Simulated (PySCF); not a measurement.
B(Cl)(Me)(nPr), SMILES C(C)CB(C)Cl (C4H10BCl) (GFN2-xTB optimised geometry):

```
16

B      1.110    -0.553     0.000
Cl     2.826    -0.553     0.000
C      0.339    -1.930    -0.005
H     -0.334    -2.002     0.848
H      0.993    -2.798     0.014
H     -0.295    -2.012    -0.887
C      0.376     0.853     0.000
C     -1.155     0.831     0.027
C     -1.739     2.239     0.023
H      0.697     1.422    -0.879
H      0.728     1.443     0.853
H     -1.526     0.285    -0.842
H     -1.495     0.304     0.919
H     -1.396     2.798     0.891
H     -2.826     2.204     0.046
H     -1.433     2.777    -0.872
```

Method: PySCF with PBE0/def2-TZVP.

Q: What are the frontier orbital energies and the dipole moment?

A: HOMO-2 -9.30 eV, HOMO-1 -9.22 eV, HOMO -8.03 eV, LUMO -0.66 eV, LUMO+1 0.79 eV; dipole moment 1.32 D.

Meta-Löwdin charges at PBE0/def2-TZVP: B1 0.20, Cl2 -0.07, C3 -0.48, H4 0.14, H5 0.13, H6 0.14, C7 -0.33, C8 -0.18, C9 -0.34, H10 0.13, H11 0.13, H12 0.10, H13 0.10, H14 0.11, H15 0.11, H16 0.11.
